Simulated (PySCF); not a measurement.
# Si3H7O2F

Si3H7O2F is a small molecule, neutral, singlet. The structure, one conformer, was relaxed in the gas phase by PBE0-D3(BJ)/def2-SVP. No frequency run checks that it is a minimum.

SMILES: F[SiH](O[SiH3])O[SiH3]

```xyz
13

Si   -0.947    0.166   -1.246
O    -0.810   -1.301   -0.542
Si   -0.429   -2.111    0.863
O     0.400    1.063   -1.017
Si    1.326    1.889    0.092
F    -2.178    0.941   -0.541
H    -1.221    0.014   -2.681
H    -1.238   -3.360    0.918
H     1.024   -2.449    0.860
H    -0.733   -1.255    2.048
H     0.616    3.122    0.538
H     2.614    2.249   -0.560
H     1.586    1.014    1.276
```
(Å; atoms numbered from 1)

Shieldings: GIAO PBE0/pcSseg-1. Shifts are against computed references at the same level: H TMS (σ 31.27 ppm), Si TMS (σ 352.0 ppm). Core levels by delta-SCF with SCAN, pcX-2 on the ionised atom and pcseg-1 elsewhere, spin-free X2C (2p3/2 is the spin-free 2p value less a third of a first-order spin-orbit splitting); from the vacuum level, for chosen atoms.

Task: Give the shieldings and core levels atom by atom.

Result: 
```json
{"atoms": "Si1", "bonded to": "1 F + 2 O + 1 H", "σ (ppm)": "421.0", "δ (ppm)": "-69.0", "core level (eV)": "2p3/2 108.89"}
{"atoms": "O2", "bonded to": "2 Si", "σ (ppm)": "283.0", "δ (ppm)": "-", "core level (eV)": "1s 538.35"}
{"atoms": "Si3", "bonded to": "1 O + 3 H", "σ (ppm)": "389.0", "δ (ppm)": "-37.0", "core level (eV)": "2p3/2 107.86"}
{"atoms": "O4", "bonded to": "2 Si", "σ (ppm)": "283.0", "δ (ppm)": "-", "core level (eV)": "1s 538.37"}
{"atoms": "Si5", "bonded to": "1 O + 3 H", "σ (ppm)": "389.7", "δ (ppm)": "-37.7", "core level (eV)": "-"}
{"atoms": "F6", "bonded to": "1 Si", "σ (ppm)": "313.2", "δ (ppm)": "-", "core level (eV)": "1s 692.45"}
{"atoms": "H7", "bonded to": "1 Si", "σ (ppm)": "27.00", "δ (ppm)": "4.26", "core level (eV)": "-"}
{"atoms": "H8 H9 H10", "bonded to": "1 Si", "σ (ppm)": "26.15", "δ (ppm)": "5.11", "core level (eV)": "-"}
{"atoms": "H11 H12 H13", "bonded to": "1 Si", "σ (ppm)": "26.14", "δ (ppm)": "5.13", "core level (eV)": "-"}
```

Values are those of this one static structure, with the three H of a rotating XH3 group averaged; atoms that internal rotation interchanges would show their mean in an NMR spectrum.

Task: Which of Si1, Si3 holds its core electrons tightest, and by how much against the loosest?

Result: Si1 (bonded to 1 F + 2 O + 1 H), by 1.03 eV over Si3 (bonded to 1 O + 3 H).

Task: By CAM-B3LYP/def2-SVPD (TDDFT singlets, Tamm-Dancoff triplets, ionisation by delta-SCF), where does absorption start, and what does vertical ionisation take?

Result: The lowest singlet lies at 7.69 eV (f 0.001), the strongest of the first 6 at 8.73 eV (f 0.085), the lowest triplet at 7.29 eV; vertical ionisation takes 11.23 eV.

The 3 runs behind this took 4.6 min in all, one thread each of Arm Neoverse V1 on a shared host, launched as `OMP_NUM_THREADS=1 python cluster_run.py task.json out`.
